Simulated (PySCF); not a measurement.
# Correlation energy of Pm²⁺ (promethium, charge +2)

[Xe] 4f4 6s1, one real determinant (an excited configuration). Computed with PySCF 2.14 in ANO-RCC-VTZP, with the spin-free X2C one-electron Hamiltonian (Gaussian nucleus). Frozen: [Kr] 4d10; 13 electrons correlated.

```json
{"level": "CCSD", "correlation energy (mhartree)": "-355.75"}
{"level": "(T)", "correlation energy (mhartree)": "-13.82"}
{"level": "CCSD(T)", "correlation energy (mhartree)": "-369.57"}
```

Diagnostics: T1 = 0.0092, D1 = 0.0284, largest double amplitude 0.149.

The real determinant used has ⟨L²⟩ near 34 against 42 for a pure I term, so it mixes terms. Spin-orbit coupling, absent here, splits the open shell strongly.

Cost of the coupled-cluster step: about 110 core-seconds, for 13 correlated electrons.

The reference is one real determinant that mixes LS terms of this configuration.
